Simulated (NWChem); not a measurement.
BHBrF; SMILES FBBr

```xyz
4

B     -0.5611    -1.0602     0.0000
H     -1.7384    -1.3038     0.0000
F      0.3166    -2.0327     0.0000
Br     0.0543     0.7410     0.0000
```
Atoms are numbered in this order, from 1.

All runs: NWChem. The geometry was optimised at PBE0/def2-SVP. GIAO values for the isolated, static molecule; σ is the absolute isotropic shielding, δ = σ(reference) − σ with the isolated reference molecule computed at the same levels (11B: boron trifluoride, 19F: trichlorofluoromethane, 1H: tetramethylsilane). Spin-orbit effects, on the heavy nuclei and on their neighbours, are missing.

**Question.** Predict the results for PBE/x2c-SVPall-s, scalar ZORA without spin-orbit coupling. Quantities: δ B1 (ppm); δ H2 (ppm); δ F3 (ppm); σ Br4 (ppm).

**Answer.** 
| Item | Value |
|---|---|
| δ B1 (ppm) | 38.7 |
| δ H2 (ppm) | 5.77 |
| δ F3 (ppm) | 14.9 |
| σ Br4 (ppm) | 2084.5 |
